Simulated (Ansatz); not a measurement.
Cd(NH2)2 (CdN₂H₄). Charge 0, multiplicity 3. Geometry r2SCAN-D4/def2-TZVP, that of the neutral singlet; atoms count from 1.

Cartesian coordinates in Å:
```
Cd -0.0638 -0.0366 0.0214
N -0.6471 -0.3919 -1.8685
H -0.1582 0.2019 -2.5320
H -0.4494 -1.3480 -2.1506
N 0.3028 0.1923 1.9839
H -0.2560 0.9394 2.3868
H 1.2716 0.4429 2.1590
```

In the def2 sets Cd takes a core potential; there is no spin–orbit coupling. At PBE0-D4/def2-TZVP a singlet of charge 0 lies 4.53 eV below the triplet at the same geometry.

Question: Estimate the Mulliken populations from the PBE0/def2-TZVP orbitals of Ansatz.

Answer: 
```json
{"atom": "Cd1", "charge (e)": "0.25", "spin (α − β)": "0.89", "d electrons": "9.93"}
{"atom": "N2", "charge (e)": "-0.53", "spin (α − β)": "0.52", "d electrons": "–"}
{"atom": "H3", "charge (e)": "0.22", "spin (α − β)": "0.03", "d electrons": "–"}
{"atom": "H4", "charge (e)": "0.21", "spin (α − β)": "0.04", "d electrons": "–"}
{"atom": "N5", "charge (e)": "-0.59", "spin (α − β)": "0.46", "d electrons": "–"}
{"atom": "H6", "charge (e)": "0.21", "spin (α − β)": "0.04", "d electrons": "–"}
{"atom": "H7", "charge (e)": "0.22", "spin (α − β)": "0.02", "d electrons": "–"}
```
Mulliken values and Mayer orders depend strongly on the basis.

Question: Where does the spin sit?

Answer: Summed by element: Cd 0.89, N 0.98, H 0.13, of 2 unpaired in all. Largest on single atoms: Cd1 0.89, N2 0.52, N5 0.46.

Question: And the Mayer bond orders between bonded heavy atoms (over 0.3)?

Answer: Cd1–N2 0.32 (2.01 Å); Cd1–N5 0.39 (2.01 Å). Values over 0.3 also appear between atoms too far apart for a bond (N2–N5 0.44 at 4.01 Å); they arise where an orbital or an unpaired electron spreads over both atoms.
